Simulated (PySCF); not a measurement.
Molecule: SMILES O[C@@H](CF)CC(F)(F)F, C₄H₆F₄O.

Cartesian coordinates in Å; atom numbers follow the order of the lines, from 1:
```xyz
15

O    -1.739   -1.084   -0.362
C    -0.617   -0.239   -0.419
C    -0.993    1.184    0.016
F    -2.007    1.625   -0.802
C     0.436   -0.871    0.500
C     1.785   -0.188    0.449
F     2.733   -0.927    1.038
F     2.203    0.047   -0.803
F     1.792    1.001    1.076
H    -2.472   -0.653   -0.818
H    -0.228   -0.196   -1.450
H    -1.383    1.196    1.038
H    -0.165    1.887   -0.093
H     0.571   -1.909    0.191
H     0.081   -0.863    1.532
```

Frames of a GFN2-xTB Langevin trajectory at 200 K; GIAO PBE0/pcSseg-1 shieldings in PySCF 2.14.0 with density-fitted response routines, gas phase, non-relativistic; equivalent atoms averaged within each frame.

Chemical shifts δ = σref − σ; ¹⁷O (336.08 ppm) vs H2O; ¹³C (186.93 ppm), ¹H (31.72 ppm) against TMS; ¹⁹F (170.95 ppm) vs CFCl3, all at this level. The references are static minima.

**Question.** How do the shifts (ppm) fluctuate along the trajectory?

**Answer.** 
```csv
time (fs),O1,C6,C3,C2,C5,F7/F8/F9,F4,H13,H12,H11
250,38.6,135.2,92.3,70.7,42.6,-79.8,-253.3,5.53,4.48,4.23
425,42.5,135.3,87.3,71.5,38.6,-75.4,-258.9,4.89,5.31,3.93
625,40.3,135.5,86.5,70.1,43.8,-76.0,-264.5,5.33,4.46,4.85
800,38.0,135.4,99.3,70.5,42.0,-77.3,-242.1,5.56,5.08,5.03
1000,60.3,134.7,97.8,72.1,45.1,-76.6,-235.6,5.21,4.95,4.69
mean of frames,43.9,135.2,92.6,71.0,42.4,-77.0,-250.9,5.30,4.86,4.55
standard deviation,9.3,0.3,5.9,0.8,2.4,1.7,11.9,0.27,0.37,0.45
```

5 frames give an uncertainty of the mean of about the standard deviation over 2.2 at best, since frames this close in time may not be independent; classical motion lacks zero-point vibration, and the reference would need the same averaging.
